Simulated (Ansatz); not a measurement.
Consider the hydrogenolysis of a Ge–Cl bond: `[NH2][GeH]([Cl])[Cl]` + H₂ → `[NH2][GeH2][Cl]` + HCl.

Program: Ansatz. Geometries: PBE0-D4/def2-TZVP. ΔE: electronic, gas phase. CCSD(T)/CBS is the MP2 limit (def2-TZVPP, def2-QZVPP) plus CCSD(T) − MP2 in def2-TZVPP, frozen cores. This one scheme is used for every species. Functionals use def2-TZVPP. B3LYP here is the variant with VWN-RPA as its local correlation; programs differ in this. HSE06 is defined as in plane-wave codes. For Ge outer-core shells are correlated without core-valence functions, which leaves a few kJ/mol of doubt a bond. Scalar relativity is left out up to krypton. One conformer a species, not always the lowest.

```
             level  ΔE (kcal/mol)  difference from CCSD(T)/CBS
       LDA (SPW92)           10.3                         -1.6
           BLYP-D4           12.6                          0.7
         r2SCAN-D4           13.1                          1.2
            B97M-V           11.7                         -0.2
           PBE0-D4           11.8                         -0.1
          B3LYP-D4           12.2                          0.3
        r2SCANh-D4           12.9                          1.0
        r2SCAN0-D4           12.7                          0.8
          HSE06-D4           11.9                          0.0
          BHLYP-D4           12.2                          0.3
      CAM-B3LYP-D4           11.0                         -0.9
           ωB97X-V           11.9                          0.0
           ωB97M-V           12.1                          0.2
            B2PLYP           11.4                         -0.5
          PBE-QIDH           12.0                          0.1
               PBE           10.8                         -1.1
            revPBE           10.5                         -1.4
              BLYP           10.0                         -1.9
            r2SCAN           12.8                          0.9
              PBE0           10.7                         -1.2
           r2SCANh           12.6                          0.7
           r2SCAN0           12.3                          0.4
             HSE06           10.8                         -1.1
         CAM-B3LYP            9.8                         -2.1
           LC-ωPBE           10.0                         -1.9
RPA@PBE/def2-TZVPP           10.4                         -1.5
       HF/def2-SVP            8.1                         -3.8
      MP2/def2-SVP           11.2                         -0.7
     CCSD/def2-SVP            8.8                         -3.1
  CCSD(T)/def2-SVP            9.4                         -2.5
     HF/def2-TZVPP            9.9                         -2.0
    MP2/def2-TZVPP           13.5                          1.6
   CCSD/def2-TZVPP           10.5                         -1.4
CCSD(T)/def2-TZVPP           11.3                         -0.6
     HF/def2-QZVPP            9.8                         -2.1
    MP2/def2-QZVPP           13.7                          1.8
SCS-MP2/def2-QZVPP           12.5                          0.6
      HF/CBS(def2)            9.7                         -2.2
     MP2/CBS(def2)           14.0                          2.1
    CCSD/CBS(def2)           11.0                         -0.9
       CCSD(T)/CBS           11.9                            0
```

Largest T1 diagnostic among the species: 0.010.

The D4 term adds +2.1 kcal/mol with B3LYP and +1.1 kcal/mol with PBE0; it sums over pairs of atoms, weighted by their polarisabilities, and B3LYP, whose exchange is more repulsive, gets the larger term. In def2-TZVPP, CCSD(T) changes the Hartree–Fock value by +1.5 kcal/mol (the triples alone add +0.9 kcal/mol) and MP2 by +3.6 kcal/mol. Leaving LDA and LC-ωPBE aside and taking each functional with its dispersion term where it has one, the values, not all of them listed here, spread over 2.1 kcal/mol, from CAM-B3LYP-D4 to revPBE-D4.

CCSD(T)/CBS has its own doubt, a few kJ/mol and more with outer-core shells, so smaller differences from it don't rank the levels.
